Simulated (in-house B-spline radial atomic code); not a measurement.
Computed with a B-spline radial atomic code. Model: two electrons, singlet ground state, non-relativistic, full CI in B-splines with partial waves to l = 8 (at full coupling up to 3e-4 hartree above the limit, correlation up to 0.6 % small), density held at that of full coupling by Lieb maximisation.

W(λ) is the mean repulsion in the state of coupling λ less the Hartree energy of the fixed density. Its start is exact exchange, its initial slope is twice the second-order Görling-Levy correlation energy, and its area from 0 to 1 is E_xc. A straight curve means weak, dynamic correlation, and a curve that drops fast and flattens means strong correlation.

Command:
```bash
python run_ac.py task.json out
```
Settings (lengths in bohr, energies in hartree):
```
potential              coulomb
strength               1
lmax                   8
wall_radius            1
```

Run time, properties included: 1.3 s on 1 thread of Intel(R) Xeon(R) Processor @ 2.30GHz (shared host).

**W = mean repulsion less Hartree energy, and W of three functionals.**

Given: confinement point charge; nuclear charge 1; hard wall radius 1 bohr; external potential -Z/r.

Computed: PBE exchange minus exact 84.162 millihartree; SCAN exchange minus exact -5.2213 millihartree.

```
coupling  W xc (hartree)  W xc minus exchange (millihartree)  kinetic minus Kohn-Sham (millihartree)  LDA (PW92) W minus its exchange (millihartree)  PBE W minus its exchange (millihartree)  SCAN W minus its exchange (millihartree)
       0         -1.8695                                   0                                       0                                               0                                        0                                         0
    0.02               ?                                   ?                                       ?                                               ?                                        ?                                         ?
    0.05               ?                                   ?                                       ?                                               ?                                        ?                                         ?
    0.12         -1.8818                             -12.295                                     0.7                                          -55.67                                   -19.52                                    -11.38
    0.25         -1.8946                             -25.181                                     3.1                                          -95.27                                   -39.22                                    -23.15
     0.4          -1.909                             -39.509                                     7.8                                         -132.21                                    -60.3                                    -36.16
     0.6         -1.9272                             -57.761                                    16.9                                         -173.35                                   -86.15                                    -52.68
     0.8         -1.9446                             -75.094                                      29                                         -208.56                                  -109.86                                    -68.39
       1          -1.961                             -91.564                                    43.8                                         -239.62                                   -131.8                                    -83.36
     1.4         -1.9916                             -122.13                                    80.4                                         -293.01                                  -171.37                                   -111.36
       2         -2.0322                             -162.75                                   149.1                                         -358.38                                  -222.43                                   -149.17
       3         -2.0886                             -219.14                                   289.1                                         -443.11                                  -291.98                                   -203.25
     4.5         -2.1537                             -284.24                                   530.8                                         -537.03                                  -372.44                                   -268.75
       7         -2.2293                             -359.89                                   959.1                                         -645.84                                  -468.93                                   -349.84
      10         -2.2894                             -419.93                                  1463.4                                         -734.93                                  -549.87                                    -418.2
```

Problem. What belongs in the row 0.02?

Solution. W xc (hartree): -1.8715; W xc minus exchange (millihartree): -2.077; kinetic minus Kohn-Sham (millihartree): 0; LDA (PW92) W minus its exchange (millihartree): -13.56; PBE W minus its exchange (millihartree): -3.34; SCAN W minus its exchange (millihartree): -1.95.

Problem. What belongs in the row 0.05?

Solution. W xc (hartree): -1.8746; W xc minus exchange (millihartree): -5.171; kinetic minus Kohn-Sham (millihartree): 0.1; LDA (PW92) W minus its exchange (millihartree): -28.35; PBE W minus its exchange (millihartree): -8.29; SCAN W minus its exchange (millihartree): -4.82.

Problem. What is the LDA exchange minus exact?

Solution. 261.88 millihartree.

**Energy parts, natural occupations and partial-wave weights.**

Computed: exchange energy -1.8695 hartree; correlation energy -0.047765 hartree; kinetic part of the DFT correlation energy 0.043799 hartree; initial slope twice GL2 -0.10413 hartree; kinetic part over minus potential part 0.47834; Hartree energy 3.7389 hartree; Kohn-Sham kinetic 10.023 hartree.

```json
{"natural": "s", "occupation of the shell (electrons)": "1.9941"}
{"natural": "p", "occupation of the shell (electrons)": "0.0053438"}
{"natural": "d", "occupation of the shell (electrons)": "?"}
{"natural": "s", "occupation of the shell (electrons)": "0.0002352"}
{"natural": "p", "occupation of the shell (electrons)": "3.7396e-05"}
{"natural": "f", "occupation of the shell (electrons)": "3.2757e-05"}
```

Problem. What belongs in the row d?

Solution. occupation of the shell (electrons): 0.00024491.

```tsv
wave	weight
s	0.99716
p	0.0026916
d	0.00012693
f	?
g	4.0875e-06
```

Problem. What belongs in the row f?

Solution. weight: 1.7653e-05.

Problem. What is the Lieb Oxford ratio E_xc over LDA exchange?

Solution. 1.1926.

Problem. What is the total energy?

Solution. 6.5898 hartree.

Half-way to full coupling W has made 53 % of its drop, against 50 % for a straight line, and second-order (GL2) theory, half the initial slope, overshoots the correlation energy by about 9 %: a moderate bend, as in light atoms. Over couplings 0 to 1 the errors in E_xc come to about +165 millihartree for LDA, +61 millihartree for PBE, -1.1 millihartree for SCAN, so SCAN is nearest. In LDA and PBE and SCAN the errors of exchange and correlation have opposite signs, so the sum is smaller than the larger of the two.
